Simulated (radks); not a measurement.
The gold anion Au-, [Hg], held by a Watson sphere: a shell of charge +1 at radius R that stands for the Madelung well of a crystal (potential energy -1/R inside, -1/r outside, in hartree with lengths in bohr). All-electron calculation, scalar-relativistic Kohn-Sham, PBEsol, spin-polarised, spherical densities, finite nucleus; Fermi nuclear charge, rms radius of each element as measured or else 0.836 A^(1/3) + 0.57 fm. Program: a radial shooting solver on a logarithmic mesh with Libxc functionals. Response by self-consistent Sternheimer equations with the Hartree and adiabatic LDA kernel, the relativistic mass of each level held fixed and spin-orbit coupling left out. The sphere does not respond.

R (bohr)  e(5p) (eV)  e(5d) (eV)  e(6s) (eV)  <r> 6s (bohr)  sum of <r^2> (bohr^2)  X-ray form factor at sin(theta)/lambda = 0.1 1/angstrom  alpha (bohr^3)
2.86         -60.000      -7.249      -6.647          2.834                  70.11                                                   75.558           43.53
3.77         -58.967      -6.118      -5.721          2.979                  73.19                                                   75.452           54.90
4.83         -57.986      -5.096      -4.735          3.100                  75.65                                                   75.388           68.45
4.95         -57.889      -4.997      -4.637          3.111                  75.87                                                   75.383           69.91
5.6          -57.410      -4.510      -4.149          3.158                  76.85                                                   75.365           77.39
6.38         -56.926      -4.022      -3.656          3.197                  77.71                                                   75.352           85.29
6.49         -56.865      -3.961      -3.594          3.202                  77.81                                                   75.351           86.30

Estimate the row for R = 5.23 bohr.

Answer. e(5p) (eV) -57.673; e(5d) (eV) -4.777; e(6s) (eV) -4.417; <r> 6s (bohr) 3.133; sum of <r^2> (bohr^2) 76.33; X-ray form factor at sin(theta)/lambda = 0.1 1/angstrom 75.374; alpha (bohr^3) 73.22.
